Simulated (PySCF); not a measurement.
Working out the ionisation energy of Mo

Mo [Kr] 4d5 5s1 (7S) → Mo⁺ [Kr] 4d5 (6S). Computed with PySCF 2.14 in x2c-TZVPPall, with scalar relativity by spin-free X2C-1e. Frozen: [Kr]. Energies in hartree (1 hartree = 27.21139 eV):

```tsv
part	Mo (lower)	Mo⁺ (upper)
UHF	-4046.193021	-4045.963138
CCSD correlation	-0.086085	-0.065712
(T)	-0.002228	-0.001121
```

**Question.** What does Hartree-Fock give?

**Answer.** (-4045.963138) − (-4046.193021) = 0.229883 hartree = 6.255 eV.

**Question.** What do CCSD and CCSD(T) give?

**Answer.** The CCSD correlation energies differ by 0.020373 hartree = 0.554 eV and the triples by 0.001107 hartree = 0.030 eV, so CCSD gives 6.809 eV and CCSD(T) 6.839 eV.

Measured between the centres of the two terms (NIST): 7.092 eV, so CCSD(T) (valence) is off by -0.253 eV.

What remains against the reference includes basis incompleteness, the frozen core and higher excitations.
